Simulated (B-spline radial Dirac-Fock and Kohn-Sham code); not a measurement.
# Two-hole binding energies of Co²⁺

System: Co²⁺ in the configuration [Ar] 3d7, inside a Watson sphere of charge -2 and radius 2.2 Å (a model of the Madelung potential; inside it an electron's potential energy is raised by 13.1 eV).

Method: Dirac-Fock energy differences between relaxed states, corrected for Breit and QED terms. Computed with an atomic code on a B-spline grid. U is the two-hole binding energy less the two single-hole energies, the effective repulsion of the holes after relaxation. Each two-hole energy is an average over J within one jj subconfiguration.

```tsv
holes	E(a) (eV)	E(b) (eV)	E(ab) (eV)	U (eV)
1s⁻²	7730.7	7730.7	15843.4	381.9
1s⁻¹ 2p1/2⁻¹	7730.7	816.5	8645.1	97.9
1s⁻¹ 2p3/2⁻¹	7730.7	802.0	8628.3	95.6
1s⁻¹ 3p1/2⁻¹	7730.7	85.35	7844.1	28.0
2s⁻²	950.5	950.5	1960.5	59.5
2p1/2⁻²	816.5	816.5	1704.4	71.4
2p1/2⁻¹ 2p3/2⁻¹	816.5	802.0	1684.0	65.5
2s⁻¹ 3p1/2⁻¹	950.5	85.35	1060.8	25.0
2s⁻¹ 3p3/2⁻¹	950.5	83.53	1058.8	24.8
2p1/2⁻¹ 3s⁻¹	816.5	126.9	969.0	25.6
2p1/2⁻¹ 3p3/2⁻¹	816.5	83.53	925.5	25.5
2p3/2⁻¹ 3p1/2⁻¹	802.0	85.35	913.0	25.6
3p1/2⁻²	85.35	85.35	?	?
3p1/2⁻¹ 3p3/2⁻¹	85.35	83.53	190.2	21.4
```

Q: Give the missing two-hole energy and U.

A: E(ab) = 193.7 eV and U = 23.0 eV.
